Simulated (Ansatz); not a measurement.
```xyz
12

O     0.584   -1.733   -0.650
Si    0.830   -1.213    0.885
N     0.200    0.391    1.025
Ge   -0.959    1.125   -0.166
O    -0.193    0.824   -1.767
H     0.587   -1.032   -1.317
H     0.132   -2.199    1.746
H     2.262   -1.150    1.289
H     0.752    1.061    1.538
H    -1.062    2.637    0.091
H    -2.323    0.417   -0.173
H    -0.811    0.871   -2.501
```

Charge 0, multiplicity 1.

**Question.** List the PBE/def2-TZVPP orbital energies in eV (Ansatz 0.2.0). (Estimate.)

**Answer.** Ansatz gave: Occupied: -10805.15, -1779.89, -1338.43, -1191.85, -1191.84, -1191.83, -510.41, -509.84, -380.22, -163.11, -137.51, -114.58, -114.54, -114.51, -94.29, -94.25, -94.22, -30.52, -30.41, -30.36, -30.32, -30.31, -24.81, -24.51, -20.82, -14.33, -13.50, -12.03, -11.62, -10.54, -9.27, -8.98, -8.83, -8.36, -8.11, -7.31, -7.01, -6.25. Lowest empty: -0.70, -0.29, -0.10, 0.50, 1.05, 1.22, 1.50, 2.02.
